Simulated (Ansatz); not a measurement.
CH₅NZn, SMILES `[CH3][Zn][NH2]`. Total charge 0; spin multiplicity 1.

Cartesian coordinates in Å:
```
C 0.473 1.023 1.174
Zn -0.083 -0.167 -0.236
N -0.583 -1.200 -1.651
H 1.553 1.185 1.138
H 0.225 0.615 2.156
H -0.015 1.996 1.076
H -1.553 -1.458 -1.754
H -0.016 -1.995 -1.904
```

(1) What are the harmonic wavenumbers in cm⁻¹ at PBE0-D4/def2-TZVP (Ansatz, finite differences of forces, unscaled)? (Estimate.)

Answers

(1) Computed: 12i, 147, 150, 343, 543, 654, 685, 701, 739, 1206, 1449, 1451, 1561, 3050, 3132, 3137, 3572, 3664.
